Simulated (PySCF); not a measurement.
All values below come from PBE-D3(BJ)/def2-TZVP // TPSS-D3(BJ)/def2-SVP (PySCF). All species are isolated molecules in the gas phase. One relaxed conformer stands for a flexible species; it need not be the lowest. 

Reference species: [W(F)(OH)5] (neutral, multiplicity 1).

- HOMO: -7.33 eV
- charge on the central atom (Mulliken): 1.31 e

Changed species: [W(F)6] (0 of 6 F replaced by OH; the reference has 5 of 6 F replaced by OH).

### Question
Predict the effect on the HOMO and charge on the central atom (Mulliken).

### Answer
the HOMO falls by 3.32 eV, to -10.65 eV; the charge on the central atom (Mulliken) rises by 0.24 e, to 1.55 e.
